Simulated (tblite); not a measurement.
dimethyl selenide (C$_{2}$H$_{6}$Se), singlet, geometry from GFN2-xTB; tblite with GFN1-xTB.

Input for tblite:
```
$ tblite run mol.xyz --method gfn1 --charge 0 --spin 0 --spin-polarized --json tblite.json --no-restart

# file mol.xyz
9

C      1.42745564    -0.35252996     0.80410118
Se     0.01857231     0.17766848    -0.43947715
C     -1.49174355    -0.26246801     0.71714532
H      1.32047632    -1.40944573     1.03668694
H      2.38153568    -0.17314924     0.31701118
H      1.35160354     0.24752203     1.70786870
H     -1.46408325    -1.32353763     0.95374167
H     -2.40230747    -0.02556005     0.17451211
H     -1.43295603     0.33343014     1.62492343
```

Q: Predict the main parts of the log of this tblite run.

A: 
```
xTB calculator
 | screened Coulomb repulsion
 | Coulomb electrostatics
 |  * isotropic Klopman-Ohno-Mataga-Nishimoto electrostatics
 |  * onsite third-order electrostatics
 | DFT-D3(BJ) dispersion correction
 | Interactions (1)
 | [1] spin polarization

halogen bonding energy    0.0000000000000E+00 Eh
repulsion energy          1.1086389101238E-01 Eh
dispersion energy        -2.4184990449789E-03 Eh
interaction energy        0.0000000000000E+00 Eh
number of electrons       2.0000000000000E+01 e
integral cutoff           2.0076194534669E+01 bohr

------------------------------------------------------------
  cycle        total energy    energy error   density error
------------------------------------------------------------
      1     -10.79848555822  -1.0906931E+01   3.3478269E-01
      2     -10.79972086591  -1.2353077E-03   1.9586609E-01
      3     -10.79906297047   6.5789544E-04   2.0974228E-02
      4     -10.79990556201  -8.4259154E-04   3.7641867E-04
      5     -10.79990581732  -2.5530842E-07   6.6686145E-05
      6     -10.79990582121  -3.8907011E-09   1.4865267E-05
------------------------------------------------------------

electronic energy        -1.0908351213176E+01 Eh
total energy             -1.0799905821209E+01 Eh

Post processing:
 | Mayer-Wiberg bond orders

[Info] JSON dump of results written to 'tblite.json'
```
